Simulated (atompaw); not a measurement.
Before and after: PAW (atompaw) potential for Gd (Z = 64)

| Property | Result |
| --- | --- |
| Element | gadolinium (Gd) |
| Generator | atompaw 4.2.0.5 |
| Type | PAW |
| Functional | LDA (PW92) |
| Relativity | scalar-relativistic |
| Frozen core | [Xe] |
| Valence charge | 10 |
| Reference configuration | 4f7 5d1.5 6s1.5 6p0 |
| Partial waves | 6s (bound): rc 3.00 bohr; 6s channel at 1.25 Ry: rc 3.00 bohr; 6p (bound, empty): rc 3.00 bohr; 6p channel at 1.25 Ry: rc 3.00 bohr; 5d (bound): rc 2.20 bohr; 5d channel at 2.95 Ry: rc 2.20 bohr; 4f (bound): rc 1.45 bohr; 4f channel at 2.25 Ry: rc 1.45 bohr |
| Local potential | bessel scheme, radius 2.70 bohr |
| Core correction | smooth core density matched at 1.65 bohr |
| Augmentation charge | sinc compensation charge, radius 2.50 bohr; PAW radius 3.00 bohr; waves and projectors: custom rrkj vanderbiltortho |

Change: waves 6s (bound); 6s channel at 1.25 Ry; 6p (bound); 6p channel at 1.25 Ry; 5d (bound); 5d channel at 2.95 Ry; 4f (bound); 4f channel at 2.25 Ry; augmentation sinc compensation charge, radius 2.50 bohr; PAW radius 3.00 bohr; waves and projectors: bloechl.

Cutoffs: the cutoffs (Ry, on a coarse ladder) from which the occupation-weighted sum of valence levels, in a spherical-Bessel basis at the reference potential, stays within 10 and 1 mRy of its value at 400 Ry; they do not see the model core or the augmentation charge, which bear on the density cutoff.

**Question.** What does the change do?

**Answer.** The potential gets softer (70 Ry and 110 Ry → 30 Ry and 35 Ry); the bound ghosts move from p to p, s; the range in which the s phases agree widens (upper end 1.5 → 4.3); the range in which the f phases agree narrows (upper end 4.6 → 1.1).

```tsv
quantity	base	changed
cutoff, loose	70 Ry	30 Ry
cutoff, tight	110 Ry	35 Ry
loose cutoff by channel (10 mRy a level)	s 6 Ry, d 15 Ry, f 60 Ry	s 6 Ry, d 10 Ry, f 18 Ry
bound ghosts	p	p, s
s: phases at 3.00 bohr within 0.05 rad from the reference energy up to (Ry; the scan ends near 5)	1.5	4.3
p: phases at 3.00 bohr within 0.05 rad from the reference energy up to (Ry; the scan ends near 5)	to the end of the scan	5.0
d: phases at 3.00 bohr within 0.05 rad from the reference energy up to (Ry; the scan ends near 5)	to the end of the scan	to the end of the scan
f: phases at 3.00 bohr within 0.05 rad from the reference energy up to (Ry; the scan ends near 5)	4.6	1.1
lowest overlap eigenvalue by channel	s 0.60, p 0.74, d 0.54, f 0.98	s 0.03, p 0.08, d 0.86, f 1.00
```

 A true bound ghost makes a file unfit for plane-wave use even where its test errors are small: the radial tests pick states by their node count and pass the ghost by. The cutoffs see the waves, projectors and local potential, not the compensation charge or the core.
